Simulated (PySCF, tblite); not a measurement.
Species: C4H13NOSi3.
Cartesian coordinates in Å at the GFN2-xTB level; atoms count from 1:
```xyz
22
C4H13NOSi3 angstrom
C      4.2642    0.0667    0.2953
C      3.4276    0.2675   -0.5446
Si     2.1123    0.5765   -1.8157
O      0.6582    0.5916   -1.1034
Si    -0.4025   -0.0900   -0.0636
C      0.3495   -0.1179    1.6800
C     -0.8461   -1.8384   -0.6530
N     -1.7739    0.9653   -0.1787
Si    -3.2651    0.8774    0.6855
H      4.9989   -0.1080    1.0288
H      2.2463    1.9197   -2.3787
H      2.1449   -0.5130   -2.7950
H     -0.3381   -0.5558    2.3965
H      0.5863    0.8861    2.0202
H      1.2695   -0.6943    1.7035
H     -1.2349   -1.8221   -1.6666
H     -1.6062   -2.2811   -0.0185
H      0.0199   -2.4939   -0.6397
H     -1.5987    1.8190   -0.6820
H     -3.8187   -0.4658    0.5029
H     -3.0783    1.1213    2.1224
H     -4.1257    1.9086    0.1036
```

Jobs on this species (22 atoms, 94 electrons) with PySCF (density fitting) and tblite. Hardware of each: Arm Neoverse N1, one thread, shared host. Other jobs ran on the host; a repeat could differ by tens of per cent or more.

```tsv
level and settings	work	basis functions	SCF cycles	wall time
GFN2-xTB	Hessian by finite differences	–	–	?
PBE0/pcSseg-1	shieldings, charges and field gradients, density and orbital grids written	239	14	2.2 min
GFN2-xTB	L-BFGS relaxation	–	–	1.9 s
```

**Question.** Fill in the missing figures.

**Answer.** 
- GFN2-xTB; Hessian by finite differences: 2.3 s

**Question.** What do all jobs in the table cost together?

**Answer.** About 2.3 min; the longest takes about 97 % of that, and about 69 times as long as the shortest.
